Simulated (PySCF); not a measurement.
**PbF₃⁺, singlet: computed properties**

Method: PBE0/[Pb def2-TZVP with ECP60, F def2-TZVP], scalar-relativistic core potentials, density fitting, no spin–orbit coupling, PySCF.

The structure is a minimum.

Z-matrix (Å, degrees; charge 1 multiplicity 1):
```
Pb
F  1 1.9337
F  1 1.9337 2 120.00
F  1 1.9337 2 120.00 3 180.00
```

```json
{"Point group": "D3h", "Bond lengths": "Pb–F 1.934 Å (×3)", "Bond angles": "F–Pb–F 120.0° (×3)", "Heat capacity Cp at 298.15 K": "69.6 J/(mol K)", "Dipole moment about the centre of mass": "0.00 D", "Highest occupied level": "-18.47 eV", "Entropy at 298.15 K and 1 bar": "322.1 J/(mol K)", "Enthalpy at 298.15 K above 0 K": "16.81 kJ/mol", "Principal quadrupole moments (Buckingham, traceless) about the centre of mass": "-3.42, -3.41, 6.83 D Å", "Principal polarisabilities": "18.5, 37.2, 37.2 bohr³", "Zero-point energy": "13.3 kJ/mol", "Rotational constants": "0.1582, 0.1582, 0.0791 cm⁻¹", "Lowest empty level": "-12.59 eV", "Rotational symmetry number": "6"}
```

Harmonic modes (masses in u: Pb 207.977, F 18.998):
| symmetry | ω (cm⁻¹) | IR (km/mol, summed over degenerate members) | type |
| --- | --- | --- | --- |
| e' | 84 | 41.2 | bend |
| a2'' | 131 | 22.4 | bend |
| a1' | 617 | 0.0 | stretch |
| e' | 652 | 89.6 | stretch |

In D3h the vibrations span 2e' + a2'' + a1'. The a1' mode carries no infrared intensity, as symmetry demands.

Charges (e):
```csv
atom,Mulliken,Löwdin,polar tensor,Mayer order to Pb1
Pb1,1.75,1.30,2.26,–
"F2,3,4",-0.25,-0.10,-0.42,0.98
```

Mulliken populations on Pb1 (electrons outside its core potential): s 3.13, p 6.76, d 10.20, f 0.16.

Outer orbital energies (eV). occupied: -19.85, -19.85, -19.29, -18.84, -18.75, -18.75, -18.47, -18.47; empty: -12.59, -9.10, -5.48, -5.48.

Counting electrons, lead keeps none of its valence electrons outside its bonds, so the VSEPR class is AX3 and the expected shape is trigonal planar (D3h), as computed.

Only a few start shapes were tried, so a lower isomer may exist. No spin–orbit coupling is included, which matters more the heavier the element.

The final relaxation and frequency run took of the order of 80 core-seconds on a shared host.
